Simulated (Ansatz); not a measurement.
# Several solutions for triplet FeO in separate pieces

```xyz
2

Fe    0.0000    0.0000    0.0000
O     0.0000    0.0000    7.0000
```

Basis set: def2-SVP (spherical functions). Charge 0, multiplicity 3.

UHF was run from several starts with Ansatz (development build ahead of 0.2.0).

| run | program | start | converged | energy (hartree) | <S²> |
| --- | --- | --- | --- | --- | --- |
| A | Ansatz | search for the lowest state | yes | -1336.98070 | 4.02 |
| B | Ansatz | atomic start, no search | yes | -1336.85772 | 3.97 |
| C | Ansatz | stability test followed | yes | -1336.85772 | 3.97 |

**Question.** Which runs reached the lowest solution of this kind, and what is wrong with the others?

**Answer.** A reached the lowest solution found. Converged but too high: B by 3.35 eV, C by 3.35 eV. Convergence only shows a stationary point, and even a stable one can lie too high; stability tests and further starts are what find lower ones. Caution: the unrestricted determinant is a mixture of spin states.
